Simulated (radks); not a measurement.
Valence configurations of K I (all share [Ar]). Method: non-relativistic Kohn-Sham, PBE, spin-unpolarised, spherical densities, point nucleus; computed with a radial shooting solver on a logarithmic mesh with Libxc functionals. Energies are relative to 4s1; eigenvalues in eV.

| valence | E (eV) | e(3d) | e(4p) | e(4s) |
|---|---|---|---|---|
| 4s1 | 0.000 | - | - | -2.311 |
| 3d0.5 4s0.5 | 1.207 | -0.381 | - | -2.840 |
| 4p1 | 1.535 | - | -1.387 | - |
| 3d1 | 2.431 | -0.624 | - | - |

NIST lists [Ar] 4s1 as the ground configuration; this level of theory agrees among the configurations tried. The energies are those of spherical spin-averaged densities, not of single terms.
